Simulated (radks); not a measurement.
Problem. Valence configurations of Pr III (all share [Xe]). Method: scalar-relativistic Kohn-Sham, PBE, spin-unpolarised, spherical densities, finite nucleus; Fermi nuclear charge, rms radius 4.8919 fm; computed with a radial shooting solver on a logarithmic mesh with Libxc functionals. Order these by energy: 4f2.5 5d0.5; 4f2 6s1; 4f2.5 6p0.5; 4f1 6p2; 4f1 5d2; 4f2 5d0.5 6s0.5; 4f2.5 6s0.5; 4f2 5d1; 4f3; 4f2 6p1.

Solution. From the lowest, in eV above it: 4f3 0.000; 4f2.5 5d0.5 0.623; 4f2.5 6s0.5 0.985; 4f2 5d1 2.223; 4f2 5d0.5 6s0.5 2.782; 4f2.5 6p0.5 2.862; 4f2 6s1 3.489; 4f2 6p1 7.462; 4f1 5d2 8.869; 4f1 6p2 22.782. NIST lists [Xe] 4f3 as the ground configuration; this level of theory agrees among the configurations tried. The energies are those of spherical spin-averaged densities, not of single terms.
